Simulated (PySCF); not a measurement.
These 2 structures share the formula C8H21NSi. Method: PBE0-D3(BJ)/def2-SVP geometry optimisation, gas phase in PySCF. Energies are electronic, without zero-point or thermal terms, for one conformer each. No frequencies were run at this level. Point groups hold within 0.08 Å.

Question: Order them by energy at this level, lowest first, and give relative energies in kcal/mol.
A. `[CH3:1][CH2:2][SiH2:3][N:4]([CH:5]([CH3:6])[CH3:7])[CH:8]([CH3:9])[CH3:10]` with C1–C2–Si3–N4 59°, C2–Si3–N4–C5 -120°, Si3–N4–C5–C6 -63°, Si3–N4–C8–C9 112°
B. `[CH3:1][CH2:2][C:3]([CH3:4])([CH3:5])[N:6]([SiH3:7])[CH:8]([CH3:9])[CH3:10]` with C1–C2–C3–C4 -53°, C2–C3–N6–Si7 33°, C3–N6–C8–C9 124°

Answer: A (0.0), B (10.2).

As drawn, the lower has an Si–C bond, which the higher lacks.

```tsv
SMILES	E (Eh)	E rel (kcal/mol)	dipole (D)	point group	A, B, C (MHz)
CC[SiH2]N(C(C)C)C(C)C	-660.85765	0.0	0.99	C1	1197, 840.3, 708.8
CCC(C)(C)N([SiH3])C(C)C	-660.84145	10.2	1.36	C1	1357, 874.5, 779.0
```

Question: How do the relative energies change in single points at PBE0/pcSseg-1 (no added dispersion term) on the same geometries?

Answer: 
```csv
SMILES,PBE0-D3(BJ)/def2-SVP (kcal/mol),PBE0/pcSseg-1 (kcal/mol),shift
CC[SiH2]N(C(C)C)C(C)C,0.0,0.0,0.0
CCC(C)(C)N([SiH3])C(C)C,10.2,11.3,+1.1
```

Each column counts from its own lowest isomer. The order is unchanged; the largest shift is 1.1 kcal/mol.
